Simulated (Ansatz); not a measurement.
`F[SiH](Cl)[GeH3]` + `S[SiH2]Cl` → `F[SiH](Cl)S[SiH2]Cl` + GeH₄  (cleavage of the Si–Ge bond)

Gas-phase electronic energies from Ansatz, PBE0-D4/def2-TZVP geometries. CCSD(T)/CBS is the MP2 limit (def2-TZVPP, def2-QZVPP) plus CCSD(T) − MP2 in def2-TZVPP, frozen cores. Functionals use def2-TZVPP. For Ge outer-core shells are correlated without core-valence functions, which leaves a few kJ/mol of doubt a bond. Scalar relativity is left out up to krypton. Each species was taken in one conformer, which may not be the lowest.

(1) Is it downhill or uphill in electronic energy at CCSD(T)/CBS, and by how much? (Best estimate.)

(2) What do these levels give: PBE-D4, r2SCAN-D4, ωB97X-V, ωB97M-V, B2PLYP, PBE, r2SCAN, CCSD/def2-TZVPP, CCSD(T)/def2-TZVPP, HF/def2-QZVPP, MP2/def2-QZVPP, SCS-MP2/def2-QZVPP? (Estimate.)

Largest T1 diagnostic among the species: 0.012.

Results:

(1) Computed: Downhill: ΔE = -0.59 eV.

(2) The calculation gave: PBE-D4 -0.54, r2SCAN-D4 -0.60, ωB97X-V -0.59, ωB97M-V -0.62, B2PLYP -0.55, PBE -0.46, r2SCAN -0.58, CCSD/def2-TZVPP -0.55, CCSD(T)/def2-TZVPP -0.58, HF/def2-QZVPP -0.56, MP2/def2-QZVPP -0.68, SCS-MP2/def2-QZVPP -0.64 eV.

From PBE to PBE0 (25 % exact exchange), in def2-TZVPP and without D4, ΔE moves by −0.04 eV. The D4 term adds −0.13 eV with B3LYP and −0.07 eV with PBE0; it sums over pairs of atoms, weighted by their polarisabilities, and B3LYP, whose exchange is more repulsive, gets the larger term.

B3LYP here is the variant with VWN-RPA as its local correlation; programs differ in this.
